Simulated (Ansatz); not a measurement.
Gas-phase electronic energies from Ansatz, PBE0-D4/def2-TZVP geometries. CCSD(T)/CBS is the MP2 limit (def2-TZVPP, def2-QZVPP) plus CCSD(T) − MP2 in def2-TZVPP, frozen cores. For Ga, Ge outer-core shells are correlated without core-valence functions, which leaves a few kJ/mol of doubt a bond. Scalar relativity is left out up to krypton. Each species was taken in one conformer, which may not be the lowest.

`[CH3][GaH][CH3]` + `N=[CH][GeH2][SH]` → `[CH3][GaH][SH]` + `[CH3][GeH2][CH]=N`  (redistribution)

```tsv
level	ΔE (kcal/mol)
MP2/CBS(def2)	-14.3
CCSD/CBS(def2)	-14.2
```

Problem. What does CCSD(T)/CBS give? (Estimate.)

Solution. The calculation gave: -14.5 kcal/mol. The listed levels differ from it by 0.2, 0.3 kcal/mol.

Largest T1 diagnostic among the species: 0.012.
